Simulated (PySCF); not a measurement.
# Gas-phase thermal properties of ZrCl₃OH

Energies from PySCF (xtb for GFN2), thermal terms from the rigid-rotor harmonic-oscillator model, ideal gas at 1 bar. All species are closed-shell singlets. Zr: scalar-relativistic def2 core potential, no spin-orbit coupling. ZrCl₃OH: computed as isolated molecules; such fragments, hydroxides, amides, oligomers or adducts are transient or little studied in the gas. The harmonic model lacks anharmonicity and excited electronic states, which grow with temperature; levels with a mode under 35 cm⁻¹ are left out. Soft modes under 120 cm⁻¹ make the harmonic entropy rough for ZrCl₃OH.

```csv
level,point group,σ,ZPE (kJ/mol),S°298 (J/mol/K),Cp298 (J/mol/K),S°1000 (J/mol/K),H1000 − H298 (kJ/mol)
GFN2-xTB,C3v,3,38.3,395.6,111.4,540.1,84.6
PBE/def2-SVP,C3v,3,41.5,383.8,109.6,527.1,84.0
PBE0/def2-TZVP,C3v,3,42.2,383.7,109.7,527.0,84.0
```
σ: rotational symmetry number. Electronic degeneracy used: 1. Frequencies are unscaled.
